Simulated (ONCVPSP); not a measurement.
## Ranking ONCV potentials for boron (B)

All share these settings but for the change named:

- Element: boron (B)
- Generator: ONCVPSP 4.0.1
- Type: optimised norm-conserving Vanderbilt (ONCV)
- Functional: LDA (Perdew-Zunger)
- Relativity: non-relativistic
- Frozen core: [He]
- Valence charge: 3
- Reference configuration: 2s1 2p2
- Partial waves: 2s: rc 1.30 bohr, ncon 4, nbas 7, qcut 4 1/bohr, 1 projector; 2p: rc 2.00 bohr, ncon 3, nbas 7, qcut 4.4 1/bohr, 1 projector
- Local potential: polynomial inside 1.15 bohr (lpopt 5, dvloc0 6 Ha)
- Core correction: Teter function, fcfact 4.75, rcfact 1.15

Test errors are all-electron minus pseudo excitation energies from the reference, over 2s2 2p1; 2s2 2p0; 2s1 2p0; 2s1 2p1. None of these files shows a bound ghost.

The base gives 251.7 meV.

Of 7 variants that were run, those that failed, showed a ghost or another fault, or gave nearly equal values are left out.

A variant can come out equal or close to the base, since the largest error may sit in a test that the change hardly touches while other tests move.

(1) Rank these variants by their largest absolute test error, smallest first.
A. core correction Teter function, fcfact 4.75, rcfact 0.98
B. core correction Teter function fitted to the true core (icmod 2), fcfact 0.7
C. s: qcut 5.3; p: qcut 5.9

Results:

(1) C (161.1 meV), B (229.4 meV), A (265.9 meV).
